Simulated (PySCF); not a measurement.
## Rb⁻ (rubidium, charge -1) across methods

[Kr] 5s2, closed-shell 1S. Computed with PySCF 2.14 in x2c-TZVPPall with one added diffuse shell each of s, p, d, f type (9s7p7d3f1g, 95 functions), with the spin-free X2C one-electron Hamiltonian (Gaussian nucleus).

| method | E (hartree) | mean ε 4s (eV) | mean ε 4p (eV) | mean ε 5s (eV) | Σ⟨r²⟩ (bohr²) | ⟨S²⟩ |
| --- | --- | --- | --- | --- | --- | --- |
| MN15 | -2982.85 | -31.562 | -14.952 | -0.122 | 164.3 | 0.000 |
| PBE | -2980.63 | -28.124 | -12.229 | 0.720 | 144.4 | 0.000 |
| PBE0 | -2980.70 | -31.173 | -14.073 | 0.376 | 144.8 | 0.000 |
| TPSS | -2980.89 | -28.819 | -12.701 | 0.676 | 147.7 | 0.000 |
| wB97M-V | -2980.77 | -33.655 | -16.301 | -0.432 | 144.7 | 0.000 |
| LDA | -2976.99 | -28.069 | -12.166 | 0.687 | 141.5 | 0.000 |
| r2SCAN | -2980.99 | -29.521 | -13.053 | 0.667 | 149.1 | 0.000 |
| UHF | -2979.11405 | -39.346 | -18.730 | -0.210 | 166.4 | 0.000 |
| B3LYP | -2981.05 | -30.359 | -13.472 | 0.504 | 144.4 | 0.000 |

The outer electron is barely bound at this level, so radii and moments hang on the diffuse functions.

The highest occupied level is positive at PBE, PBE0, TPSS, LDA, r2SCAN, B3LYP: only the finite basis holds that electron, which in a density functional comes from self-interaction.
